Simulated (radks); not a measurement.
Values are calculated unless marked as measured or tabulated.
The sulfur ion S+, configuration [Ne] 3s2 3p3. Code: a radial shooting solver on a logarithmic mesh with Libxc functionals. Model: scalar-relativistic Kohn-Sham, PBE, spin-polarised, spherical densities, finite nucleus; open shells are filled with parallel spins first; Fermi nuclear charge, rms radius 3.2611 fm.

Local quantities along the radius. ELF = 1/(1 + alpha^2) is the electron localisation function; alpha = (tau - tau_W)/tau_unif compares the Pauli kinetic energy density with that of the uniform gas (summed over spins); -r V(r) is the screened charge that the Kohn-Sham potential of spin up presents (atomic units); 4 pi r^2 rho is in e/bohr; r v_xc is r times the local exchange-correlation potential of spin up (hartree bohr). tau is taken from the large components.

r (bohr)	ELF	alpha	-r V(r)	4 pi r^2 rho	r v_xc
0.005097	1.000	0.01084	15.80	0.7703	-0.1018
0.006479	1.000	0.01142	15.74	1.187	-0.1186
0.008303	1.000	0.01229	15.65	1.832	-0.1402
0.01056	1.000	0.01350	15.55	2.746	-0.1657
0.01342	1.000	0.01526	15.41	4.037	-0.1963
0.0172	1.000	0.01798	15.24	5.856	-0.2336
0.02186	1.000	0.02207	15.03	8.129	-0.2754
0.02801	0.999	0.02896	14.75	10.94	-0.3235
0.03561	0.998	0.04057	14.42	13.85	-0.3731
0.04563	0.996	0.06326	14.01	16.55	-0.4241
0.05801	0.988	0.1089	13.52	18.15	-0.4681
0.07375	0.957	0.2130	12.96	18.16	-0.5008
0.0945	0.812	0.4805	12.27	16.40	-0.5182
0.1201	0.467	1.069	11.51	13.86	-0.5213
0.154	0.236	1.801	10.61	12.13	-0.5154
0.1957	0.289	1.568	9.681	12.75	-0.5674
0.2488	0.570	0.8693	8.737	15.33	-0.7034
0.3188	0.798	0.5034	7.691	17.56	-0.8190
0.4053	0.863	0.3986	6.672	16.64	-0.8693
0.5194	0.824	0.4628	5.678	12.11	-0.8341
0.6603	0.514	0.9729	4.801	6.806	-0.7302
0.8394	0.119	2.722	3.987	3.550	-0.6017
1.076	0.241	1.775	3.430	2.959	-0.7336
1.367	0.786	0.5219	2.968	3.337	-0.9065
1.752	0.896	0.3405	2.501	2.957	-0.9697
2.228	0.854	0.4133	2.093	1.804	-0.8829
2.854	0.668	0.7055	1.721	0.7071	-0.6630
3.629	0.290	1.564	1.532	0.1842	-0.5211
4.613	0.043	4.691	1.416	0.02916	-0.4148
5.911	0.002	22.23	1.219	0.002213	-0.2190

On this mesh the ELF has minima near r = 0.17, 0.95 bohr, which separate the shells, and maxima near 0.41 (0.86), 1.8 (0.90).

Self-consistent cycle (total energy in hartree, residual of the potential): 1: -398.283813, 2e+00; 2: -398.564988, 1e+00; 3: -398.699498, 2e-01; 4: -398.700794, 2e-02; 5: -398.700830, 4e-03; 6: -398.700830, 3e-04; 7: -398.700830, 4e-05; 8: -398.700830, 2e-05; 9: -398.700830, 1e-06; 10: -398.700830, 5e-07; 11: -398.700830, 1e-07; 12: -398.700830, 9e-08; 13: -398.700830, 9e-08; 14: -398.700830, 4e-08; 15: -398.700830, 2e-09.
